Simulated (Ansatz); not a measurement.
`CBC[SiH2]C` and `CBCCF` differ in one atom or group.

Ansatz, PBE0-D4/def2-TZVP geometries, multiplicity 1. Each molecule was computed in one conformer, which needn't be the lowest.

```json
{"property": "HOMO–LUMO gap (B3LYP/def2-TZVPP) / eV", "`CBC[SiH2]C`": "7.31"}
{"property": "HOMO energy (PBE0/def2-TZVPP) / eV", "`CBC[SiH2]C`": "-8.38"}
{"property": "HOMO–LUMO gap (ωB97M-V/def2-TZVPP) / eV", "`CBC[SiH2]C`": "11.87"}
{"property": "HOMO energy (B3LYP/def2-TZVPP) / eV", "`CBC[SiH2]C`": "-8.18"}
{"property": "size of the dipole moment (B3LYP/def2-TZVPP) / D", "`CBC[SiH2]C`": "1.19"}
{"property": "HOMO energy (ωB97M-V/def2-TZVPP) / eV", "`CBC[SiH2]C`": "-10.63"}
```

(1) Give the same properties after the change, and the shifts. (Estimate.)

Answers

(1) Ansatz gave: 
```csv
property,`CBCCF`,shift
HOMO–LUMO gap (B3LYP/def2-TZVPP) / eV,7.38,0.07
HOMO energy (PBE0/def2-TZVPP) / eV,-8.73,-0.35
HOMO–LUMO gap (ωB97M-V/def2-TZVPP) / eV,12.08,0.21
HOMO energy (B3LYP/def2-TZVPP) / eV,-8.54,-0.36
size of the dipole moment (B3LYP/def2-TZVPP) / D,1.91,0.72
HOMO energy (ωB97M-V/def2-TZVPP) / eV,-11.06,-0.43
```

With PBE0 the HOMO falls by 0.35 eV and the LUMO falls by 0.26 eV, so the gap widens by about 0.09 eV. PBE moves the HOMO by -0.13 eV and ωB97M-V by -0.43 eV. Dipoles are sizes alone; their direction can turn.

B3LYP here is the variant with VWN-RPA as its local correlation; programs differ in this.
